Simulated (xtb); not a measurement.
C₆H₁₅In (SMILES C[CH2][In]([CH2]C)[CH2]C), singlet, from a rough starting geometry (GFN-xTB shapes and energies of metal compounds can be far from the true ones); GFN2-xTB (xtb 6.7.1).

Here is a job for xtb.
```
$ xtb mol.xyz --gfn 2 --opt vtight --json

# file mol.xyz
22

In     0.15627887    -0.33869896     0.11892916
C      2.33288888    -0.02922547    -0.53357185
C      2.53332404     1.33135730    -1.27392524
H      2.63916882    -0.80601371    -1.18492506
H      2.98327741    -0.00188034     0.32880999
H      2.18123988     2.09257944    -0.66904800
H      1.84955981     1.36030309    -2.25862903
H      3.57315351     1.52916556    -1.52736126
C     -0.64522994    -2.47008469     0.30243952
C     -1.29340619    -2.74464452     1.62595905
H      0.13571124    -3.13631863     0.13525978
H     -1.39250172    -2.62897231    -0.51122804
H     -2.11263100    -2.01198587     1.85350269
H     -0.54303945    -2.58298890     2.47604235
H     -1.68224802    -3.68879080     1.70781031
C     -1.15819435     1.43697030     0.62019790
C     -1.68309702     2.16083434    -0.66476493
H     -0.63330766     2.15377172     1.18837439
H     -2.00495369     1.09854451     1.14783835
H     -2.23350041     1.52270403    -1.28146299
H     -0.79197655     2.59605193    -1.20861413
H     -2.32446490     3.09781307    -0.44496111
```

What the program printed (banner, timings and long lists left out):

```
   ID    Z sym.   atoms
    1   49 In     1
    2    6 C      2, 3, 9, 10, 16, 17
    3    1 H      4-8, 11-15, 18-22

           -------------------------------------------------
          |                Calculation Setup                |
           -------------------------------------------------

           -------------------------------------------------
          |                 G F N 2 - x T B                 |
           -------------------------------------------------

          ...................................................
          :                      SETUP                      :
          :.................................................:
          :  # basis functions                  49          :
          :  # atomic orbitals                  48          :
          :  # shells                           30          :
          :  # electrons                        42          :
          :  max. iterations                   250          :
          :  Hamiltonian                  GFN2-xTB          :
          :  restarted?                      false          :
          :  GBSA solvation                  false          :
          :  PC potential                    false          :
          :  electronic temp.          300.0000000     K    :
          :  accuracy                    1.0000000          :
          :  -> integral cutoff          0.2500000E+02      :
          :  -> integral neglect         0.1000000E-07      :
          :  -> SCF convergence          0.1000000E-05 Eh   :
          :  -> wf. convergence          0.1000000E-03 e    :
          :  Broyden damping             0.4000000          :
          :  net charge                          0          :
          :  unpaired electrons                  0          :
          ...................................................

 iter      E             dE          RMSdq      gap      omega  full diag
   1    -21.8361040 -0.218361E+02  0.119E+01    2.98       0.0  T
   2    -21.9185874 -0.824834E-01  0.438E+00    3.21       1.0  T
   3    -21.9186454 -0.579194E-04  0.315E+00    3.06       1.0  T
   4    -21.9194128 -0.767439E-03  0.109E+00    3.11       1.0  T
   5    -21.9215985 -0.218571E-02  0.373E-01    3.14       1.0  T
   6    -21.9218298 -0.231246E-03  0.141E-01    3.16       1.0  T
   7    -21.9218374 -0.763129E-05  0.271E-02    3.16       1.0  T
   8    -21.9218422 -0.478827E-05  0.203E-02    3.16       1.0  T
[...]
 * total energy  :   -21.6318477 Eh     change       -0.5573136E-05 Eh
 * total energy  :   -21.6318522 Eh     change       -0.4502807E-05 Eh
 * total energy  :   -21.6318562 Eh     change       -0.3993748E-05 Eh
 * total energy  :   -21.6318582 Eh     change       -0.1988152E-05 Eh
 * total energy  :   -21.6318592 Eh     change       -0.9908046E-06 Eh
 * total energy  :   -21.6318594 Eh     change       -0.2439572E-06 Eh
 * total energy  :   -21.6318596 Eh     change       -0.1755738E-06 Eh
 * total energy  :   -21.6318598 Eh     change       -0.1839567E-06 Eh
 * total energy  :   -21.6318598 Eh     change       -0.7058087E-08 Eh
 * total energy  :   -21.6318599 Eh     change       -0.1139840E-06 Eh
 * total energy  :   -21.6318599 Eh     change        0.3919393E-08 Eh
 * total energy  :   -21.6318599 Eh     change       -0.7394769E-07 Eh
   *** GEOMETRY OPTIMIZATION CONVERGED AFTER 88 ITERATIONS ***
         :: total energy             -21.631859949562 Eh    ::
[...]
                             1 In   0.688    16 C    0.169     9 C    0.164
     3   6 C    3.997 --     2 C    1.021     8 H    0.975     6 H    0.973
                             7 H    0.972
     4   1 H    0.999 --     2 C    0.944
     5   1 H    0.998 --     2 C    0.942
     6   1 H    0.998 --     3 C    0.973
     7   1 H    0.997 --     3 C    0.972
     8   1 H    0.986 --     3 C    0.975
     9   6 C    3.935 --    10 C    1.021    11 H    0.945    12 H    0.944
                             1 In   0.683    16 C    0.165     2 C    0.164
    10   6 C    3.997 --     9 C    1.021    15 H    0.975    13 H    0.972
                            14 H    0.970
    11   1 H    0.998 --     9 C    0.945
    12   1 H    0.998 --     9 C    0.944
    13   1 H    0.998 --    10 C    0.972
    14   1 H    0.997 --    10 C    0.970
    15   1 H    0.990 --    10 C    0.975
    16   6 C    3.951 --    17 C    1.022    18 H    0.944    19 H    0.944
                             1 In   0.688     2 C    0.169     9 C    0.165
    17   6 C    3.997 --    16 C    1.022    22 H    0.976    20 H    0.973
                            21 H    0.973
    18   1 H    0.999 --    16 C    0.944
    19   1 H    0.999 --    16 C    0.944
    20   1 H    0.998 --    17 C    0.973
    21   1 H    0.997 --    17 C    0.973
    22   1 H    0.986 --    17 C    0.976
 ---------------------------------------------------------------------------

Topologies differ in total number of bonds
Writing topology from bond orders to xtbtopo.mol

molecular dipole:
                 x           y           z       tot (Debye)
 q only:       -0.013       0.130      -0.021
   full:       -0.013       0.111      -0.017       0.287
molecular quadrupole (traceless):
                xx          xy          yy          xz          yz          zz
 q only:       -0.214       0.990      -0.008       0.199      -0.398       0.222
  q+dip:        0.218       0.418       0.020      -0.447      -0.347      -0.238
   full:       -0.507       0.682      -1.520       1.884       0.584       2.027

optimized geometry written to: xtbopt.xyz

           -------------------------------------------------
          | TOTAL ENERGY              -21.631859949562 Eh   |
          | GRADIENT NORM               0.000036919546 Eh/α |
          | HOMO-LUMO GAP               3.117747367077 eV   |
           -------------------------------------------------
```
